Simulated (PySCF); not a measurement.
Pd+ (palladium, charge +1) across methods

[Kr] 4d9, 2D determinant. All numbers are calculated (PySCF 2.14, scalar relativity by spin-free X2C-1e, in x2c-QZVPPall).

```csv
method,E (hartree),mean ε 4p β (eV),mean ε 4d α (eV),mean ε 4d β (eV),Σ⟨r²⟩ (bohr²),⟨S²⟩
LDA,-5039.67,-62.271,-15.210,-14.543,36.14,0.753
UHF,-5042.57204,-75.963,-21.138,-20.103,35.25,0.757
PBE0,-5044.70,-65.791,-16.711,-15.959,35.72,0.755
r2SCAN,-5045.03,-63.379,-15.154,-14.387,35.71,0.761
```

Task: Estimate the same row for PBE.

Result: E (hartree) = -5044.62; mean ε 4p β (eV) = -62.055; mean ε 4d α (eV) = -14.967; mean ε 4d β (eV) = -14.290; Σ⟨r²⟩ (bohr²) = 36.09; ⟨S²⟩ = 0.756.
